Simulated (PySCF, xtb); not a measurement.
CH3F3Sn, SMILES F[C](F)(F)[SnH3].

GFN2-xTB in xtb at its own geometry gives an orbital gap of 6.27 eV and a dipole moment of 3.60 D.

Geometry: B3LYP-D3(BJ)/def2-SVP. The structure was generated by enumeration; whether it is a known compound was not checked. The def2 effective core potentials stand for the cores of Sn; spin–orbit coupling is left out.

Q: What does M06-2X/def2-TZVP in PySCF give? (The exact figures need the calculation; the answer reports its results.)

A: gap 10.32 eV (levels -10.13 and 0.19 eV), dipole 2.57 D.
